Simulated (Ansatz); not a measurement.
`OC[SiH2][SiH2]O` + H₂Te → `OC[TeH]` + `O[SiH2][SiH3]`  (substitution at a C–Si bond)

Calculated with Ansatz (gas phase, PBE0-D4/def2-TZVP geometries, no zero-point term in ΔE). CCSD(T)/CBS is the MP2 limit (def2-TZVPP, def2-QZVPP) plus CCSD(T) − MP2 in def2-TZVPP, frozen cores. DFT in def2-TZVPP. def2 core potentials past Kr. For Te outer-core shells are correlated without core-valence functions, which leaves a few kJ/mol of doubt a bond. One conformer a species, not always the lowest.

| level | ΔE (kJ/mol) |
| --- | --- |
| BHLYP-D4 | 14.7 |
| B2PLYP | 9.2 |
| PBE0 | 10.4 |
| HF/def2-TZVPP | 17.8 |

(1) What does CCSD(T)/CBS give? (Estimate.)

Largest T1 diagnostic among the species: 0.012.

## Answers

(1) Computed: +8.8 kJ/mol. The listed levels differ from it by 5.9, 0.4, 1.6, 9.0 kJ/mol.

From r2SCAN to r2SCAN0 (25 % exact exchange), in def2-TZVPP and without D4, ΔE moves by +4.0 kJ/mol. In def2-TZVPP, CCSD(T) changes the Hartree–Fock value by −5.5 kJ/mol (the triples alone add −2.7 kJ/mol) and MP2 by −9.1 kJ/mol.
